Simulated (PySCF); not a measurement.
NbOCl₃, SMILES [Nb]([Cl])([Cl])([Cl])=[O], multiplicity 1.

Geometry: B3LYP-D3(BJ)/def2-SVP. The multiplicity is an assumed one; no other spin state was optimised. The isomer is the one that the SMILES or the coordinates give; other isomers of the formula were not compared. The def2 effective core potentials stand for the cores of Nb; spin–orbit coupling is left out.

Computed with TDDFT-PBE0/def2-SVPD run with PySCF.

Vertical excitations; the highest root listed may be one member of a degenerate set.  State labels are in the subgroup Cs.

**Question.** Estimate the UV-visible absorptions. (The exact figures need the calculation; the answer reports its results.)

**Answer.** 
```
state  symmetry  energy (eV)  λ (nm)      f                                                               main pairs
-----  --------  -----------  ------  -----  -----------------------------------------------------------------------
S1           A"         4.74     261  0.000                                       HOMO→LUMO 49 %, HOMO−1→LUMO+1 49 %
S2           A"         4.82     257  0.001                                HOMO−1→LUMO+1, HOMO→LUMO (degenerate set)
S3           A'         4.82     257  0.001                                HOMO−1→LUMO, HOMO→LUMO+1 (degenerate set)
S4           A'         4.94     251  0.003                                       HOMO→LUMO+1 49 %, HOMO−1→LUMO 49 %
S5           A"         5.08     244  0.005                              HOMO−3→LUMO, HOMO−2→LUMO+1 (degenerate set)
S6           A'         5.08     244  0.005                              HOMO−3→LUMO+1, HOMO−2→LUMO (degenerate set)
S7           A'         5.21     238  0.028  HOMO−2→LUMO, HOMO−3→LUMO+1, HOMO−4→LUMO, HOMO−5→LUMO+1 (degenerate set)
S8           A"         5.21     238  0.028  HOMO−2→LUMO+1, HOMO−3→LUMO, HOMO−4→LUMO+1, HOMO−5→LUMO (degenerate set)
S9           A"         5.52     225  0.000                                     HOMO−5→LUMO 48 %, HOMO−4→LUMO+1 48 %
S10          A'         5.56     223  0.002                                     HOMO−5→LUMO+1 47 %, HOMO−4→LUMO 47 %
T1           A'         4.58     271      0                   HOMO−2→LUMO, HOMO→LUMO+1, HOMO−1→LUMO (degenerate set)
T2           A"         4.58     271      0                 HOMO−2→LUMO+1, HOMO−1→LUMO+1, HOMO→LUMO (degenerate set)
T3           A"         4.61     269      0                                       HOMO→LUMO 50 %, HOMO−1→LUMO+1 50 %
T4           A'         4.65     266      0                                       HOMO→LUMO+1 45 %, HOMO−1→LUMO 45 %
```
Triplets are in the Tamm–Dancoff approximation, which puts them higher than full response would, so one can lie above its singlet here.
